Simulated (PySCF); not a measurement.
SiHClBr2, SMILES Cl[SiH](Br)Br.

Geometry: B3LYP-D3(BJ)/def2-SVP.

Computed with PBE0/def2-TZVP run with PySCF.

Symmetry labels are those of the subgroup Cs that the program uses (full group Cs).

Q: List the valence orbital energies around the gap with their symmetry. (An estimate is asked for; the answer gives what the named calculation found.)

A: 
```tsv
orbital	symmetry	energy (eV)
HOMO−7	A'	-11.68
HOMO−6	A"	-11.51
HOMO−5	A"	-9.92
HOMO−4	A'	-9.83
HOMO−3	A'	-9.32
HOMO−2	A'	-9.04
HOMO−1	A"	-9.00
HOMO	A"	-8.73
LUMO	A'	-1.05
LUMO+1	A"	-0.13
LUMO+2	A'	-0.07
LUMO+3	A'	1.10
```
